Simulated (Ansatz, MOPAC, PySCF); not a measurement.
Torsion H3–C1–Si2–H6 in CH4Si (SMILES C[SiH]); at each angle all else is relaxed with GFN2-xTB, and the levels are single points there.
Geometry at 60° (charge 0, multiplicity 1):
```xyz
6

C     -0.5335     0.0299    -0.0078
Si     1.2351     0.7656    -0.0215
H     -0.6742    -0.6773    -0.8262
H     -1.2876     0.8102    -0.1181
H     -0.7508    -0.5005     0.9179
H      1.1811     1.3944    -1.3800
```

On the grid 0° to 120°, 0° is the highest and 60° the lowest point at CCSD(T)/CBS(cc-pV(T+d)Z, cc-pV(Q+d)Z).

Cores are frozen in the correlated methods. CBS: X⁻³ extrapolation of the correlation energy, Hartree–Fock from the larger set. Rows in 6-311+G**, 6-31G* carry no dispersion term and start afresh at each structure (6-31G* with six Cartesian d functions). MP2/6-31G* freezes PySCF's default core. The state reached by AM1, PM3, PM7 isn't checked; PM7 holds dispersion and hydrogen-bond terms.

Programs: Ansatz (a first-principles code); MOPAC for AM1, PM3, PM7 (differences of heats of formation); PySCF for 6-311+G** rows, 6-31G* rows, the dispersion terms. Values without a source in brackets are computed.

Other levels give for the energy at 0° less that at 60°: PBE/def2-TZVPP 48.0; B3LYP/def2-TZVPP 48.6; B3LYP-D3(BJ)/def2-TZVPP 49.1; wB97M-V/def2-TZVPP 50.9; CCSD(T)/CBS(cc-pV(T+d)Z, cc-pV(Q+d)Z) 49.8 meV.

**Question.** What do these common cheap choices give for the same quantity: AM1, PM3, PM7, HF/6-31G*, BP86/6-31G*, B3LYP/6-311+G**, M06-2X/6-31G*, MP2/6-31G*?

**Answer.** AM1 10.9; PM3 6.0; PM7 -7.8; HF/6-31G* 46.4; BP86/6-31G* 49.4; B3LYP/6-311+G** 48.6; M06-2X/6-31G* 50.2; MP2/6-31G* 51.9 meV. They span -7.8 to 51.9 meV.
